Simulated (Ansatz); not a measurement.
C₂H₈HfO₃Se, SMILES `C[O][Hf]([OH])([SeH])[O]C`, 15 atoms. The species carries charge 0 and has multiplicity 1. Correlated methods include outer-core shells of Hf, Se, which these sets cover unevenly. Scalar relativity is left out up to krypton. Hf takes the def2 core potential. Hardware: A = 2 threads of an AMD EPYC 7R13 on a shared host and a share of an NVIDIA H100 80 GB; B = 2 threads of an AMD EPYC 7R13 on a shared host. Correlated methods freeze the cores. Open-shell runs search over several starts.

Problem. How many basis functions does each run have, and how long does it take in Ansatz? RKS PBE0-D4/def2-TZVP relaxation (40 steps) [A]; RKS PBE0-D4/def2-TZVP frequencies [A]; RKS ωB97M-V/def2-QZVPP energy [A]; RKS LC-ωPBE/def2-TZVPP energy [A]; RKS ωB97M-V/def2-SVP energy [B]; direct RPA on PBE orbitals/def2-TZVPP energy [A]; RKS PBE0-D4/def2-TZVPP energy [A]; RKS B2PLYP (frozen core)/def2-TZVPP energy [A]; UKS B3LYP-D4/def2-TZVPP energy of the cation [A]; RKS SPW92 (LDA)/def2-TZVPP energy [A]; UKS r2SCAN-D4/def2-TZVPP energy of the cation [A]; RHF-CCSD(T)/def2-TZVPP energy [A]. (Estimate.)

Solution. Ansatz gave: Other jobs shared the machine, so times are rough.

```tsv
level	job	functions	wall time	peak host memory (GiB)
RKS SPW92 (LDA)/def2-TZVPP	energy [A]	371	1.8 s	0.9
RKS PBE0-D4/def2-TZVPP	energy [A]	371	2.2 s	0.91
RKS LC-ωPBE/def2-TZVPP	energy [A]	371	3.6 s	0.93
direct RPA on PBE orbitals/def2-TZVPP	energy [A]	371	4.2 s	1.6
RKS B2PLYP (frozen core)/def2-TZVPP	energy [A]	371	4.7 s	1.6
RKS ωB97M-V/def2-QZVPP	energy [A]	695	5.5 s	1.4
UKS B3LYP-D4/def2-TZVPP	energy of the cation [A]	371	6.5 s	1
UKS r2SCAN-D4/def2-TZVPP	energy of the cation [A]	371	8.5 s	1.1
RHF-CCSD(T)/def2-TZVPP	energy [A]	371	15 s	0.87
RKS ωB97M-V/def2-SVP	energy [B]	174	18 s	0.8
RKS PBE0-D4/def2-TZVP	relaxation (40 steps) [A]	291	59 s	0.99
RKS PBE0-D4/def2-TZVP	frequencies [A]	291	100 s	0.99
```

B3LYP here is the variant with VWN-RPA as its local correlation; programs differ in this. LC-ωPBE has ω = 0.4 bohr⁻¹.
